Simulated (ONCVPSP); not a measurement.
Which change was made? (Mn, ONCV)

```json
{
 "Element": "manganese",
 "Generator": "ONCVPSP 4.0.1",
 "Type": "optimised norm-conserving Vanderbilt (ONCV)",
 "Functional": "LDA (Perdew-Wang 92)",
 "Relativity": "scalar-relativistic",
 "Frozen core": "[Ne]",
 "Valence charge": "15",
 "Reference configuration": "3s2 3p6 3d5 4s2",
 "Partial waves": "3s+4s: rc 1.30 bohr, ncon 3, nbas 6, qcut 9.1 1/bohr, 3 projectors, debl 4 Ha; 3p: rc 1.30 bohr, ncon 3, nbas 8, qcut 10.5 1/bohr, 2 projectors, debl 1.5 Ha; 3d: rc 1.05 bohr, ncon 4, nbas 9, qcut 14.7 1/bohr, 1 projector",
 "Local potential": "polynomial inside 0.95 bohr (lpopt 5, dvloc0 6 Ha)",
 "Core correction": "none"
}
```

In the p channel the program set the typed energies aside and used -2.002, 0.250 Ha.

Cutoffs, loose and tight: the cutoffs (Ha) at which the residual kinetic energy of the hardest occupied pseudo-wave falls to 1 and 0.1 mHa per electron. They do not see the model core or the augmentation charge, which bear on the density cutoff. Test errors are all-electron minus pseudo excitation energies from the reference, over the configurations 3s2 3p6 3d5 4s1; 3s2 3p6 3d5 4s0; 3s2 3p6 3d4 4s0; 3s2 3p6 3d4 4s2 4p1; variants that change the core or the reference have their own tests.

The base gives: outcome: generated, projector energies reset by the program; cutoff, loose: 80 Ha; cutoff, tight: 92 Ha; bound ghosts: s; GHOST(+) flags above zero: none; largest test error (meV): -7.4.

**Question.** After one change the result is: outcome: generated, projector energies reset by the program; cutoff, loose: 103 Ha; cutoff, tight: 121 Ha; bound ghosts: none; GHOST(+) flags above zero: none; largest test error (meV): -7.3. Which change was it?
A. local potential polynomial inside 0.95 bohr (lpopt 5, dvloc0 -1.5 Ha)
B. s: nproj 4
C. s: qcut 13.1; p: qcut 15.2; d: qcut 21.2

**Answer.** C. The others give: local potential polynomial inside 0.95 bohr (lpopt 5, dvloc0 -1.5 Ha) → outcome: generated, projector energies reset by the program; cutoff, loose: 80 Ha; cutoff, tight: 92 Ha; bound ghosts: none; GHOST(+) flags above zero: s; largest test error (meV): +9.0 | s: nproj 4 → outcome: generated, projector energies reset by the program; cutoff, loose: 80 Ha; cutoff, tight: 92 Ha; bound ghosts: none; GHOST(+) flags above zero: none; largest test error (meV): -7.5.
